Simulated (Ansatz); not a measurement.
Input file for `C[O][GaH][SH]`:

```yaml
crystal:
  periodic: [false, false, false]
  atoms:
    - {symbol: C, position_ang: [0.732600, -1.337226, 0.392556]}
    - {symbol: O, position_ang: [-0.202639, -0.494214, -0.229785]}
    - {symbol: Ga, position_ang: [-0.227333, 1.271289, -0.001412]}
    - {symbol: S, position_ang: [-1.824011, 2.252016, -1.130448]}
    - {symbol: H, position_ang: [1.309637, -1.878328, -0.365345]}
    - {symbol: H, position_ang: [0.213832, -2.075308, 1.014061]}
    - {symbol: H, position_ang: [1.443676, -0.799032, 1.034289]}
    - {symbol: H, position_ang: [0.804988, 1.980702, 0.919539]}
    - {symbol: H, position_ang: [-2.250750, 1.080101, -1.633465]}
basis:
  gaussian: {orbitals: def2-TZVPP}
correlation: {method: ccsd_t}
```

```sh
$ ansatz run in.yaml --threads 2 --pin off --events-out ev --progress --plain --max-ram 32768MiB --backend cuda --devices 0, --max-vram 18GiB
```

Output of Ansatz, abridged:

```
Functional definition: HF
1330 factors; integrals over basis functions are off by at most 9.6e-4 eV
mean field evaluation 1: about -66297.9916 eV, gradient 3.8e1 eV
mean field evaluation 2: about -66298.1720 eV, gradient 3.8e1 eV
mean field evaluation 4: about -66301.4173 eV, gradient 4.1e0 eV
mean field evaluation 8: about -66301.4824 eV, gradient 3.2e-1 eV
mean field -66301.48294401 eV, -2436.5345574331 hartree, gradient 5.0e-6 eV, S^2 0.000000; 0 other end points of the search recorded, 0 dependent functions left out
16 core orbitals not correlated: weight in the atoms' cores, before any rotation towards them, 1.000 or more for the frozen orbitals, at most 0.000 for the correlated occupied ones
reference -66301.48294401 eV, -2436.5345574331 hartree; 17, 17 occupied and 189, 189 virtual orbitals, 1330 factors
second order -22.28385888 eV of doubles, -0.00000000 eV of singles
cycle   1  -22.31202186 eV  change   -2.8e-2 eV  update   1.2e-1
cycle   2  -22.97969825 eV  change   -6.7e-1 eV  update   3.7e-2
cycle   3  -23.12193767 eV  change   -1.4e-1 eV  update   2.0e-2
cycle   4  -23.10903190 eV  change    1.3e-2 eV  update   5.5e-3
cycle   5  -23.10585726 eV  change    3.2e-3 eV  update   3.1e-3
cycle   6  -23.10684455 eV  change   -9.9e-4 eV  update   1.0e-3
cycle   7  -23.10652650 eV  change    3.2e-4 eV  update   4.5e-4
cycle   8  -23.10652177 eV  change    4.7e-6 eV  update   1.3e-4
cycle   9  -23.10658487 eV  change   -6.3e-5 eV  update   4.8e-5
cycle  10  -23.10658100 eV  change    3.9e-6 eV  update   1.8e-5
perturbative correction -0.94708135 eV, -0.0348045978 hartree
Total energy: -66325.53660636 eV, -2437.4185132204 hartree
```

Run time 4.8 s (2 threads of an AMD EPYC 7R13 on a shared host and a share of an NVIDIA H100 80 GB); peak host memory 0.78 GiB.

MP2 recovers 92.6 % of the CCSD(T) correlation energy and the triples give 3.9 %; T1 = 0.0141.
